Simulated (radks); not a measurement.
The numbers below are computed, except where a source is named.
Task: These are the eigenvalues of the occupied orbitals of an atom or ion with whole-number occupations (Ry). Level of theory: non-relativistic Kohn-Sham, PBE, spin-polarised, spherical densities, point nucleus (a radial shooting solver on a logarithmic mesh with Libxc functionals).

| orbital | eigenvalue |
|---|---|
| 1s up | -5596.782 |
| 1s down | -5594.434 |
| 2s up | -1300.928 |
| 2s down | -1297.252 |
| 2p up | -1278.986 |
| 2p down | -1274.372 |

Which element is it, and in what charge state? The configuration may be excited. Open shells, if any, are filled with parallel spins first.

Result: Z = 77, iridium, charge +69: Ir69+ in [He] 2s2 2p4. The list shows which subshells hold electrons but not how many an open one holds; the 1s level, -2798.4 hartree, gives Z - s = 74.8 by -(Z - s)^2/2, which with screening narrows Z to a few neighbours, and the depths of the outer levels then fix element, charge and occupations together.
